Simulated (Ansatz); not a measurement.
The cluster Cd5O5. The state is a singlet with charge 0. Geometry PBE0-D4/def2-SVP; atoms count from 1.

```xyz
10

Cd    0.3433   -1.8636   -0.6016
Cd   -2.4188   -2.6527   -0.2462
Cd   -2.7431   -0.4241    1.3996
Cd   -2.2579    0.3988   -1.8854
Cd   -0.2996    0.8412    1.2695
O     2.5753    0.0750    0.4956
O     1.5539    1.3901   -0.6402
O     1.1080    2.2381    0.3027
O     0.5546    0.5879   -1.0130
O     1.5843   -0.5906    0.9190
```

In the def2 sets Cd takes a core potential; there is no spin–orbit coupling. The structure holds 3 bonds between oxygen atoms, so isomers without such links may lie far lower. The restricted singlet is unstable towards broken spin symmetry in Hartree–Fock (as tested in another run); at PBE0-D4/def2-TZVP this wasn't settled. Another isomer (singlet) lies 3.16 eV lower at PBE0-D4/def2-TZVP; other spin states weren't run for this one.

Question: Estimate the Mulliken populations from the PBE0/def2-TZVP orbitals of Ansatz.

Answer: 
```csv
atom,charge (e),d electrons
Cd1,0.29,10.00
Cd2,0.08,9.99
Cd3,0.07,9.99
Cd4,0.08,10.00
Cd5,0.52,10.01
O6,-0.10,–
O7,0.18,–
O8,-0.39,–
O9,-0.42,–
O10,-0.30,–
```
Mulliken values and Mayer orders depend strongly on the basis.

Question: And the Mayer bond orders between bonded heavy atoms (over 0.3)?

Answer: Cd1–Cd2 0.53 (2.89 Å); Cd2–Cd3 0.62 (2.79 Å); Cd3–Cd5 0.66 (2.75 Å); Cd5–O8 0.40 (2.21 Å); O6–O10 1.16 (1.27 Å); O7–O8 0.96 (1.34 Å); O7–O9 0.99 (1.33 Å). Values over 0.3 also appear between atoms too far apart for a bond (O6–O7 0.34 at 2.02 Å); they arise where an orbital or an unpaired electron spreads over both atoms.
